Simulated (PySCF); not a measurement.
This script is equivalent to a calculation on Be²⁺ (beryllium, charge +2).

```python
from pyscf import gto, scf, dft, mp, cc
import basis_set_exchange as bse
mol = gto.M(atom="Be 0 0 0", charge=2, spin=0, symmetry="D2h",
            basis=gto.basis.parse(bse.get_basis("aug-cc-pVDZ", elements=["Be"], fmt="nwchem")))
mf = dft.UKS(mol, xc="LDA,VWN")
mf.irrep_nelec = {'Ag': (1, 1)}
mf.kernel()
```

(1) What total energy does it give?

(2) Which occupied shell lies highest, and where?

Answers

(1) -13.443 hartree (calculated).

(2) 1s, at -130.35 eV.
